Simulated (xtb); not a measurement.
HCl$_{3}$OTi, charge -1, doublet, at the geometry of the source list (GFN-xTB shapes and energies of metal compounds can be far from the true ones) (the multiplicity is a formal guess). Base run: GFN2-xTB run with xtb.

xtb was given this input:
```
$ xtb mol.xyz --gfn 2 --chrg -1 --uhf 1 --json

# file mol.xyz
6

Ti     0.24470000    -0.10830000    -0.00810000
Cl     1.87800000     1.07660000    -0.67620000
Cl     0.92440000    -0.91530000     1.84160000
Cl     0.28970000    -1.78160000    -1.32080000
O     -1.23420000     0.66130000     0.04460000
H     -2.10260000     1.06720000     0.11900000
```

The base run was repeated with changes; each row names its change, and settings that it needs were set with it.

```
change           ΔE vs base (kJ/mol)  G_solv (kcal/mol)  SCF cycles
---------------  -------------------  -----------------  ----------
base                            0.00                  -          15
acc = 0.0001                    0.00                  -          23
acc = 0.1                       0.00                  -          17
gbsa = chcl3                  -188.6             -45.44          14
gbsa = thf                    -211.2             -53.27          14
alpb = methanol               -214.9             -52.65          14
acc = 30                        0.00                  -          10
file = coord                    0.00                  -          15
etemp = 5000                   -63.3                  -          14
```

ALPB and GBSA are two models with their own fitted parameters for each solvent, which aren't always the measured dielectric constant.
